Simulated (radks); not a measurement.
Neutral tantalum, configuration [Xe] 4f14 5d3 6s1 7d1 (not the ground configuration).

All-electron calculation, scalar-relativistic Kohn-Sham, SCAN, spin-polarised, spherical densities, finite nucleus; open shells are filled with parallel spins first (spin-orbit coupling, left out, can overturn this in heavy ions); meta-GGA in the generalised Kohn-Sham scheme; Fermi nuclear charge, rms radius 5.3507 fm. Program: a radial shooting solver on a logarithmic mesh with Libxc functionals.

Energy parts (Ry):
total: -31208.9071
kinetic: 34280.8572
electron-nucleus: -77040.1079
Hartree: 12183.0206
exchange-correlation: -632.6770

Orbitals (lengths in bohr, moments of r in powers of bohr; <r^-3> diverges for s and p1/2):
| orbital | occ. | eigenvalue (Ry) | <r^-3> |
|---|---|---|---|
| 1s up | 1 | -4956.791 | - |
| 1s down | 1 | -4956.789 | - |
| 2s up | 1 | -853.8640 | - |
| 2s down | 1 | -853.8572 | - |
| 2p up | 3 | -748.0958 | 18750 |
| 2p down | 3 | -748.0891 | 18750 |
| 3s up | 1 | -196.7460 | - |
| 3s down | 1 | -196.7455 | - |
| 3p up | 3 | -165.0839 | 4165 |
| 3p down | 3 | -165.0827 | 4165 |
| 3d up | 5 | -128.0844 | 536.7 |
| 3d down | 5 | -128.0799 | 536.6 |
| 4s up | 1 | -40.82183 | - |
| 4s down | 1 | -40.81357 | - |
| 4p up | 3 | -30.38735 | 957.1 |
| 4p down | 3 | -30.37911 | 957.0 |
| 4d up | 5 | -16.98837 | 105.5 |
| 4d down | 5 | -16.97602 | 105.6 |
| 4f up | 7 | -2.25193 | 17.19 |
| 4f down | 7 | -2.22044 | 17.35 |
| 5s up | 1 | -5.86283 | - |
| 5s down | 1 | -5.81261 | - |
| 5p up | 3 | -3.37212 | 129.6 |
| 5p down | 3 | -3.28497 | 133.5 |
| 5d up | 3 | -0.72159 | 5.694 |
| 6s up | 1 | -0.83808 | - |
| 7d up | 1 | -0.03855 | 0.07681 |

The highest occupied level is 7d up at -0.524 eV. Spin moment in Bohr magnetons: 5. The density falls to 0.001 e/bohr^3 at r = 4.36 bohr. The electron density at the nucleus is 1.394e+06 e/bohr^3 (large components only). Summed over all electrons, <r^2> = 535.3 bohr^2, which gives a Langevin (diamagnetic) susceptibility term of -424 x 10^-6 cm^3/mol.

Empty levels of this run are not shown, since the potential may be unsettled where no density lies.
